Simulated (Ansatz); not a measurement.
`[F][Al]([GaH2])[SiH2][SiH3]`. The species carries charge 0 and has multiplicity 1.

Z-matrix (Å, degrees):
```
Si
Si 1 2.346
Al 1 2.461 2 92.0
H 1 1.493 2 106.9 3 114.9
H 1 1.489 2 110.1 3 -126.9
H 2 1.487 1 112.0 3 81.2
H 2 1.525 1 106.4 3 -32.6
H 2 1.486 1 118.7 3 -149.1
Ga 3 2.513 1 106.9 2 16.3
F 3 1.655 1 123.6 2 -162.1
H 9 1.575 3 121.2 1 -94.4
H 9 1.576 3 121.4 1 87.3
```

(1) What are the harmonic wavenumbers in cm⁻¹ at PBE0-D4/def2-TZVP (Ansatz, finite differences of forces, unscaled)? (An estimate is asked.)

(2) Is this a minimum?

(3) Give the ideal-gas thermochemistry at 298.15 K and 1 bar (rigid rotor, harmonic oscillator; point group C1, symmetry number 1).

Results:

(1) Ansatz gave: 33, 80, 115, 136, 139, 201, 266, 268, 343, 352, 383, 424, 446, 506, 532, 630, 653, 735, 831, 875, 899, 920, 962, 1929, 1936, 2014, 2189, 2213, 2222, 2236.

(2) Yes, all 30 modes are real.

(3) Zero-point energy 152.3 kJ/mol; H(298) − E = 182.9 kJ/mol; entropy 432.6 J/(mol·K), of which translation 173.5, rotation 126.0, vibration 133.1; G(298) − E = 53.9 kJ/mol. Modes under 100 cm⁻¹ are hindered rotations or soft bends, so the harmonic entropy is rough.
